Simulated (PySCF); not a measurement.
Mo(NMe)(F)3(OH) (CH4F3MoNO), SMILES C[N]=[Mo]([OH])([F])([F])[F], multiplicity 1.

Geometry: B3LYP-D3(BJ)/def2-SVP. The spin state was assumed, not searched. The def2 effective core potentials stand for the cores of Mo; spin–orbit coupling is left out. One conformer was computed; it need not be the lowest.

Two levels are set side by side: TDA-PBE/def2-SVPD (PySCF) and TDA-PBE0/def2-SVPD (PySCF). Vertical, same geometry. The lowest singlet is HOMO→LUMO 100 % with PBE and HOMO→LUMO 99 % with the other functional; states are paired by order. Differences are taken from unrounded values.

```json
[
 {"quantity": "lowest singlet excitation (eV)", "TDA-PBE0": "3.98"},
 {"quantity": "lowest triplet excitation (TDA) (eV)", "TDA-PBE0": "3.73"}
]
```

Q: What does TDA-PBE give, and how far is it from TDA-PBE0? (An estimate is asked for; the answer gives what the named calculation found.)

A: 
```
quantity                              TDA-PBE  TDA-PBE minus TDA-PBE0
------------------------------------  -------  ----------------------
lowest singlet excitation (eV)           3.59                   -0.38
lowest triplet excitation (TDA) (eV)     3.39                   -0.34
```

A lower first singlet is the usual sign of a functional without exact exchange. Differences between two approximate levels are no errors against the true value.

Rough cost on one machine, each run with all the roots and properties that it gave: TDA-PBE0 against TDA-PBE about 2 times.
